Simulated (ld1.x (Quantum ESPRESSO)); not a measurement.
## tungsten (W): excitation energies, all-electron against TM

tungsten, norm-conserving Troullier–Martins (Kleinman–Bylander form), made with ld1.x (Quantum ESPRESSO) 7.5 (LDA (PZ), scalar-relativistic). Core [Xe] 4f14, reference 5d4.5 6s1.5 6p0. Waves: 6s (bound): rc 2.95 bohr; 5d (bound): rc 2.20 bohr; 6p (bound, empty): rc 3.10 bohr. Local part: the p channel. Core correction: none.

Energies are relative to the spin-unpolarised reference configuration 5d4.5 6s1.5 6p0; without spin polarisation the order of configurations can differ from experiment. Spin-polarised rows fill each open shell by Hund’s rule, majority spin first.

Question: Give the all-electron excitation energy and the error of the potential for: 5d4 6s2 6p0; 5d4 6s1 6p0; 5d4 6s0 6p0; 5d2 6s0 6p0; 5d5 6s1 6p0; 5d5 6s0 6p0; 5d4 6s0 6p1; 5d4.5 6s1.5 6p0 (spin-polarised); 5d4 6s2 6p0 (spin-polarised).

Answer:

```csv
valence configuration,charge,ΔE all-electron (eV),error AE − PS (meV)
5d4 6s2 6p0,0,-0.697,-4.6
5d4 6s1 6p0,+1,8.436,-10
5d4 6s0 6p0,+2,24.463,-22
5d2 6s0 6p0,+4,87.709,-225
5d5 6s1 6p0,0,0.852,-9.0
5d5 6s0 6p0,+1,9.288,-4.6
5d4 6s0 6p1,+1,13.992,-23
5d4.5 6s1.5 6p0 (spin-polarised),0,-2.774,+2629
5d4 6s2 6p0 (spin-polarised),0,-2.631,+2162
```

Levels in the configuration 5d4.5 6s1.5 6p0 (spin-polarised):

| level | all-electron (eV) | pseudo (eV) |
| --- | --- | --- |
| 5d up | -4.792 | -5.166 |
| 6s up | -6.184 | -6.218 |
| 6s down | -4.449 | -3.887 |
